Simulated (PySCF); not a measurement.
Compound: C3H11BN2.
Structure used (PBE0-D3(BJ)/def2-SVP), in Å, numbered top down from 1:
```xyz
17
C3H11BN2 angstrom
C      2.6715   -0.0462   -0.8021
N      1.3146    0.3052   -0.4848
B      0.4152   -0.4817    0.2673
N     -0.9073   -0.0855    0.6020
C     -1.8094   -0.9687    1.2901
C     -1.4962    1.1727    0.2378
H      2.9111   -1.0194   -0.3511
H      2.8452   -0.1355   -1.8902
H      3.4021    0.6854   -0.4118
H      1.0254    1.2034   -0.8518
H      0.7970   -1.5658    0.6558
H     -2.1918   -0.5154    2.2251
H     -2.6918   -1.2243    0.6708
H     -1.2963   -1.9041    1.5491
H     -2.2906    1.0611   -0.5262
H     -0.7442    1.8675   -0.1614
H     -1.9571    1.6666    1.1138
```

Level: wB97X-D/def2-SVPD in PySCF, non-relativistic, on one gas-phase PBE0-D3(BJ)/def2-SVP geometry that isn't relaxed in the solvent. The solvent is an IEF-PCM continuum (cavity from Bondi-type radii × 1.2), and excitations are vertical TDDFT with non-equilibrium linear response and a frozen core. Only the electrostatic response of the medium enters.

Gas-phase singlets (H = HOMO, L = LUMO):

```tsv
state	E (eV)	λ (nm)	f	leading configurations
S1	5.942	209	0.010	H→L 89%
S2	6.683	186	0.025	H→L+1 49%, H→L+2 25%
S3	6.892	180	0.297	H→L+3 93%
S4	7.016	177	0.014	H→L+2 60%, H→L+1 28%
S5	7.610	163	0.001	H→L+4 75%, H-1→L+1 9%
```

Problem. How does the list change in cyclohexane (ε = 2.017)?

Solution. 
```json
{"state": "S1", "E (eV)": "5.948", "λ (nm)": "208", "f": "0.011", "leading configurations": "H→L 89%", "change by rank (eV)": "+0.006"}
{"state": "S2", "E (eV)": "6.693", "λ (nm)": "185", "f": "0.144", "leading configurations": "H→L+1 39%, H→L+3 27%", "change by rank (eV)": "+0.010"}
{"state": "S3", "E (eV)": "6.793", "λ (nm)": "183", "f": "0.243", "leading configurations": "H→L+3 69%, H→L+1 14%", "change by rank (eV)": "-0.099"}
{"state": "S4", "E (eV)": "7.032", "λ (nm)": "176", "f": "0.017", "leading configurations": "H→L+2 64%, H→L+1 24%", "change by rank (eV)": "+0.016"}
{"state": "S5", "E (eV)": "7.617", "λ (nm)": "163", "f": "0.002", "leading configurations": "H→L+4 77%, H-1→L+1 9%", "change by rank (eV)": "+0.007"}
```

Problem. How do the frontier levels move from gas to cyclohexane?

Solution. 
```csv
orbital,gas (eV),solvent (eV),change (eV),"Löwdin shares, gas","Löwdin shares, solvent"
LUMO+2,2.97,3.04,+0.07,"C6 17 %, B3 16 %, H10 12 %, H16 12 %","C6 19 %, B3 14 %, H10 12 %, H16 12 %"
LUMO+1,2.80,2.86,+0.06,"C1 24 %, C5 14 %, H9 9 %, H8 8 %","C1 23 %, C5 14 %, H9 8 %, H8 8 %"
LUMO,2.10,2.13,+0.03,"B3 44 %, C6 11 %, C1 7 %, C5 5 %","B3 49 %, C6 9 %, C1 7 %, C5 5 %"
HOMO,-7.88,-7.85,+0.03,"N4 37 %, N2 26 %, C5 6 %, C1 5 %","N4 37 %, N2 26 %, C5 6 %, C1 5 %"
HOMO-1,-9.77,-9.75,+0.02,"N2 32 %, N4 17 %, B3 15 %, C1 10 %","N2 32 %, N4 17 %, B3 15 %, C1 10 %"
HOMO-2,-11.18,-11.20,-0.02,"B3 36 %, H11 33 %, N2 10 %, N4 8 %","B3 35 %, H11 33 %, N2 10 %, N4 8 %"
HOMO-3,-11.98,-11.92,+0.06,"C1 20 %, N4 12 %, N2 10 %, H7 10 %","C1 19 %, N4 12 %, C6 11 %, N2 10 %"
```

The HOMO–LUMO gap goes from 9.98 to 9.99 eV.

The run took 31 s on one thread of an Arm Neoverse V1, no GPU, shared host, and the process peaked at 1.0 GiB of memory. This is the whole response run at wB97X-D/def2-SVPD in cyclohexane, SCF included.
